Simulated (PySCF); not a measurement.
Sn(H)2(Br)(OMe) (CH₅BrOSn), SMILES [SnH2]([O]C)[Br].

Coordinates come from a B3LYP-D3(BJ)/def2-SVP optimisation. The structure was generated by enumeration; whether it is a known compound was not checked. The def2 effective core potentials stand for the cores of Sn; spin–orbit coupling is left out. Other conformers were not sampled.

Two levels are set side by side: TDA-PBE/def2-SVPD (PySCF) and TDA-M06-2X/def2-SVPD (PySCF). Vertical, same geometry. The lowest singlet is HOMO→LUMO 96 % with PBE and HOMO−1→LUMO 70 % with the other functional; states are paired by order. Differences are taken from unrounded values.

| quantity | TDA-PBE |
|---|---|
| lowest singlet excitation (eV) | 4.25 |
| lowest triplet excitation (TDA) (eV) | 3.96 |
| first bright state (f over 0.05) (eV) | 5.96 |
| its oscillator strength | 0.05 |

These are the TDA-PBE values. What does TDA-M06-2X give? (An estimate is asked for; the answer gives what the named calculation found.)


```
quantity                               TDA-M06-2X  TDA-PBE minus TDA-M06-2X
-------------------------------------  ----------  ------------------------
lowest singlet excitation (eV)               5.94                     -1.69
lowest triplet excitation (TDA) (eV)         5.47                     -1.51
first bright state (f over 0.05) (eV)        6.92                     -0.97
its oscillator strength                      0.06                     -0.01
```

Functionals without exact exchange tend to place singlet excitations lower, as here. Differences between two approximate levels are no errors against the true value.

Rough cost on one machine, each run with all the roots and properties that it gave: TDA-M06-2X against TDA-PBE about 7 times.
